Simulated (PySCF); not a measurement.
Species: C2H6B2F2O2.
SMILES with atom numbers: `[CH3:1][O:2][B:3]([O:4][CH3:5])[B:6]([F:7])[F:8]` (hydrogens: H9, H10, H11 on C1; H12, H13, H14 on C5)

Geometry (PBE0-D3(BJ)/def2-SVP, Å), atoms numbered from 1 in this order:
```xyz
14
C2H6B2F2O2 angstrom
C      1.8234   -0.9175    0.5366
O      0.4389   -0.7587    0.4032
B     -0.1597    0.4493    0.2258
O     -1.5087    0.5101    0.1417
C     -2.3226   -0.6358    0.2329
B      0.6866    1.9450    0.1086
F      1.1421    2.4240   -1.0399
F      0.9202    2.7073    1.1665
H      2.3667    0.0418    0.4632
H      2.0562   -1.3685    1.5138
H      2.2008   -1.5862   -0.2526
H     -3.3102   -0.3285    0.6052
H     -2.4517   -1.0966   -0.7599
H     -1.8937   -1.3891    0.9110
```

Computed with PySCF at PBE0/pcSseg-1, non-relativistic, on one gas-phase PBE0-D3(BJ)/def2-SVP geometry that isn't relaxed in the solvent. The solvent is an IEF-PCM continuum (van der Waals radii × 1.2). The model holds no explicit solvent molecules, cavitation or dispersion.

| run | E − E(gas) (kcal/mol) | HOMO (eV) | HOMO–LUMO gap (eV) | dipole (D) |
| --- | --- | --- | --- | --- |
| gas | 0.00 | -8.49 | 8.31 | 2.67 |
| P | -4.05 | -8.38 | 8.16 | 3.06 |
| Q | -3.08 | -8.40 | 8.19 | 2.97 |

Task: The runs were made in acetone and chloroform. Which run belongs to which solvent?

Result: P = acetone, Q = chloroform. The dielectric constants are 4.711 (chloroform), 20.49 (acetone), and the energy falls further as ε rises. In this model the ground state sees the solvent through ε alone.

Task: How constant is the ratio of the lowering to (ε − 1)/(2ε + 1)?

Result: 
```csv
solvent,(ε − 1)/(2ε + 1),E − E(gas) (kcal/mol),ratio (kcal/mol),polarisation term (kcal/mol)
chloroform,0.356,-3.08,-8.6,-3.28
acetone,0.464,-4.05,-8.7,-4.41
```

The ratio changes by +0.9 % in size from chloroform to acetone. The polarisation term is half the interaction of the solute with the induced surface charges.
